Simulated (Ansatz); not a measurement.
Ideal-gas functions of H4InNOS, SMILES `[NH2][In]([OH])[SH]` at 500 K and 1 bar, from an Ansatz frequency run at PBE0-D4/def2-TZVP.

Molar mass 180.92 g/mol, point group C1 (symmetry number 1), electronic degeneracy 1, moments of inertia 102.061, 216.606, 317.998 u Å². Harmonic wavenumbers (cm⁻¹, unscaled): 93, 121, 131, 177, 254, 284, 349, 442, 600, 622, 663, 785, 821, 1553, 2712, 3561, 3664, 3898.

Use S(trans) = R[1.5 ln M + 2.5 ln T − 1.1517]; rotational temperatures θ = 24.2544 K / I; S(rot) = R[ln(√π/σ · √(T³/θAθBθC)) + 1.5]; for each mode x = 1.438777 ν̃/T, S = R[x/(eˣ − 1) − ln(1 − e⁻ˣ)] and H = RT x/(eˣ − 1); 1 cm⁻¹ = 0.0119627 kJ/mol; R = 8.31446 J/(mol·K).

Problem. By hand: the entropy, in J/(mol·K).

Solution. Translation 184.4. Rotation: θ = 0.2376, 0.112, 0.0763 K, giving 120.5. Vibration, mode by mode: 19.30, 17.13, 16.48, 14.01, 11.10, 10.22, 8.62, 6.85, 4.74, 4.50, 4.10, 3.11, 2.86, 0.53, 0.03, 0.00, 0.00, 0.00, in all 123.6. Electronic 0.0. Sum 428.5 J/(mol·K).

Problem. By hand: H − E and G − E in kJ/mol, counted from the electronic energy.

Solution. Zero-point energy ½ × 20730 × 0.0119627 = 124.0; thermal vibration 30.5; translation, rotation and pV give 4 RT = 16.6. H − E = 171.1 kJ/mol, and G − E = 171.1 − 500 × 428.5/1000 = -43.2 kJ/mol.

Vibration gives 29 % of the entropy, 52.9 J/(mol·K) of it from the modes under 150 cm⁻¹: soft modes count most, and the harmonic formula is weakest for them. The sum counts one conformer and one mirror image; others add a mixing term.
